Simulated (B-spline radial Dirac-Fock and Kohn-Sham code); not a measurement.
**Auger decay of the 3p3/2 hole in Tm⁴⁺**

System: thulium as Tm⁴⁺, [Xe] 4f11.

Input file task.json (cfg lists n, l and occupation; rrms is the nuclear radius in fm):

```json
{"items": [{
  "Z": 69,
  "q": 4,
  "cfg": [[1, 0, 2], [2, 0, 2], [2, 1, 6], [3, 0, 2], [3, 1, 6], [3, 2, 10], [4, 0, 2], [4, 1, 6], [4, 2, 10], [4, 3, 11], [5, 0, 2], [5, 1, 6]],
  "A": 169,
  "rrms": 5.2256,
  "do": ["binding", "quiet", "decay"],
  "holes": ["K", "L1", "L2", "L3", "M1", "M2", "M3", "M4", "M5", "N1", "N2", "N3", "N4", "N5"]
}]}
```

Launch: `python xray_run.py task.json out`

Model: independent-particle rates on relativistic LDA orbitals of the hole state (multipoles up to L = 3, Coulomb Auger matrix elements, transition energies from Dirac-Fock). Program: a radial atomic solver. Kinetic energies are configuration averages from the vacuum level; the two-hole energies are estimated from single-hole states.

```
transition  kinetic energy (eV)  width (meV)  share (%)
   M3-M4N4                89.74          123        1.7
   M3-M4N5                97.52          117        1.6
   M3-M5N4                132.9          549        7.7
   M3-M5N5                142.6          788       11.0
   M3-M4O3                276.7         79.8        1.1
   M3-M4N6                279.5          157        2.2
   M3-M4N7                280.6          232        3.2
   M3-M5O1                283.5          159        2.2
   M3-M5O2                313.4          139        1.9
   M3-M5O3                321.0          207        2.9
   M3-M5N6                323.3         1570       21.9
   M3-M5N7                325.2         1880       26.4
   M3-N3N3               1120.0          101        1.4
   M3-N3N4               1268.8          143        2.0
   M3-N3N5               1279.2          190        2.7
   M3-N3N7               1458.4         91.4        1.3
```

Coster-Kronig rates are the weakest part of this model and often come out 1.5 to 2.5 times too large. The listed channels hold 91 % of the non-radiative rate. Summed by principal shells, of 7.15 eV in all: MMN 75.8 %, MNN 13.6 %, MMO 8.8 %, MNO 1.7 %.

Values without a named source are computed, but for edge energies of neutral atoms, which are taken from tables.
